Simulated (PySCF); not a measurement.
Static response to an electric field

Species: ZnMeH, CH4Zn (singlet state).
Cartesian coordinates in Å at the PBE0-D3(BJ)/def2-SVP level; atoms count from 1:
```
atom  x, y, z in Å
Zn1   -0.0093    0.0071   -1.2394
C2     0.0026   -0.0004    0.7042
H3    -0.4463    0.9173    1.1187
H4     1.0297   -0.0721    1.0992
H5    -0.5650   -0.8557    1.1070
H6    -0.0117    0.0038   -2.7897
```

Level: PBE0/def2-SVPD (PySCF), static field, nuclei fixed, core orbitals frozen in the response. The polarisability tensor in these axes (au):

```
x   34.49  0.00  0.10
y    0.00 34.49 -0.05
z    0.10 -0.05 52.48
```

**Question.** Give the principal values, the mean and the anisotropy Δα = √{½[(α1 − α2)² + (α2 − α3)² + (α1 − α3)²]}.

**Answer.** Principal values 34.49, 34.49 and 52.48 au; mean 40.49 au = 6.00 Å³ = 6.68 × 10⁻⁴⁰ C²·m²/J; Δα = 17.99 au (44 % of the mean).

**Question.** What is the dipole moment, and where does it point?

**Answer.** (-0.01, 0.01, 0.47) D, 0.47 D in size, pointing from the negative to the positive side. Measured along this direction, the outermost atoms are H6 at the negative end and H3, H5 and H4 at the positive end.

**Question.** Traceless (Buckingham) quadrupole moment about the centre of nuclear charge: eigenvalues?

**Answer.** -7.03, 3.52, 3.52 D·Å. The values depend on the origin, since the dipole doesn't vanish. The electronic extent ⟨r²⟩ about the same centre is 187 bohr², a root-mean-square distance of 1.14 Å for the 40 electrons.

**Question.** What would n − 1 = 2πNα be for an ideal gas of these molecules at 500 K and 1 atm, electronic part alone?

**Answer.** N = p/kT = 1.4678 × 10¹⁹ cm⁻³, so n − 1 = 2π × N × 6.00 × 10⁻²⁴ cm³ = 553 × 10⁻⁶ at long wavelengths.

**Question.** Rayleigh depolarisation ratio (linearly polarised light, static tensor)?

**Answer.** ρ = 3Δα²/(45ᾱ² + 4Δα²) = 970.7/(73774 + 1294.3) = 0.0129.

Isolated species at its PBE0-D3(BJ)/def2-SVP geometry, gas phase.

The run behind these numbers computed excited states and ΔSCF ions as well. Time: 6.0 s. Hardware: one thread, Arm Neoverse V2, no GPU, shared host.
